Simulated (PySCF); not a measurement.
Atoms are numbered as in `[CH3:1][Si:2]([CH3:3])([CH3:4])[CH3:5]`. Each H is labelled by its parent atom.

Geometry: GFN2-xTB; GIAO absolute shieldings from PySCF, gas phase, non-relativistic, averaged over equivalent atoms.

At BP86/6-31++G** (166 basis functions, 25 s wall time on 1 thread of an Intel Xeon, shared host):
| atoms | σ (ppm) |
| --- | --- |
| C1/C3/C4/C5 | 194.6 |
| Si2 | 395.8 |
| H(C1)/H(C3)/H(C4)/H(C5) | 31.82 |

Question: What do these become at B97-2/6-31++G**?

Answer: 
```csv
atoms,σ at B97-2/6-31++G**,change
C1/C3/C4/C5,197.7,+3.1
Si2,407.4,+11.6
H(C1)/H(C3)/H(C4)/H(C5),31.97,+0.15
```

The largest change is at Si2 (silicon bonded to 4 C). Cost: 166 basis functions, 18 s wall time (16 s CPU) on 1 thread of an Intel Xeon, shared host.
